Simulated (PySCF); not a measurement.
Species: [NbOCl4]- (charge -1 and singlet state).
SMILES: `[O]=[Nb-]([Cl])([Cl])([Cl])[Cl]`

The closed-shell ground state was solved at several levels (PySCF, density fitting, gas phase). Isolated species at its PBE0-D3(BJ)/def2-SVP geometry, gas phase. Atoms past krypton carry effective core potentials; spin–orbit coupling is left out. The geometry's basis has no diffuse functions, a weakness for an anion. No diffuse functions stand in pcSseg-1 (def2-TZVP on Nb), which bears on an anion's orbital energies.

```tsv
level	basis functions	total energy (Eh)	HOMO (eV)	LUMO (eV)	gap (eV)
B3LYP/pcSseg-1 (def2-TZVP on Nb)	153	-1973.4444	-3.83	0.52	4.35
PBE0/pcSseg-1 (def2-TZVP on Nb)	153	-1972.6610	-4.15	0.66	4.81
```

(1) What might B3LYP/def2-SVPD (165 basis functions) give for the same quantities?

(2) Over all these levels, which gives the widest orbital gap and which the narrowest?

## Answers

(1) Total energy -1972.8926 Eh, HOMO -3.94 eV, LUMO 0.34 eV, gap 4.28 eV.

(2) PBE0/pcSseg-1 (def2-TZVP on Nb) (global hybrid, 25 % exact exchange) has the widest, 4.81 eV, and B3LYP/def2-SVPD (global hybrid, 20 % exact exchange) the narrowest, 4.28 eV. Functional and basis both differ between the two, so the spread mixes both effects.
